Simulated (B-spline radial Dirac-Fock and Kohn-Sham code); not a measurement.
## Core-level shifts of strontium with charge state

Level of theory: Dirac-Fock (average of configuration) total-energy differences with a finite nucleus, the Breit interaction including its frequency dependence, and self-energy and vacuum-polarisation corrections; a radial finite-basis atomic code. Each ion is free and in its tabulated ground configuration. The model has no electron correlation.

Reference: Sr²⁰⁺, [Ne] 3s2 3p6, with 1s 16929.1 eV, 2s 3034.9 eV, 2p1/2 2824.9 eV, 3s 1026.3 eV. Shifts from it, in eV (a dash: the subshell is empty, belongs to an open shell averaged over j, or its hole state is left out as unreliable):

```csv
ion,configuration,1s,2s,2p1/2,3s
Sr²¹⁺,[Ne] 3s2 3p5,+77.6,+68.0,+69.1,+48.4
Sr²²⁺,[Ne] 3s2 3p4,+157.1,+137.4,+139.7,+97.5
Sr²³⁺,[Ne] 3s2 3p3,+238.4,+208.0,–,+147.4
Sr²⁴⁺,[Ne] 3s2 3p2,+321.6,+280.0,+284.5,+198.1
```

Values without a named source are computed, but for edge energies of neutral atoms, which are taken from tables.
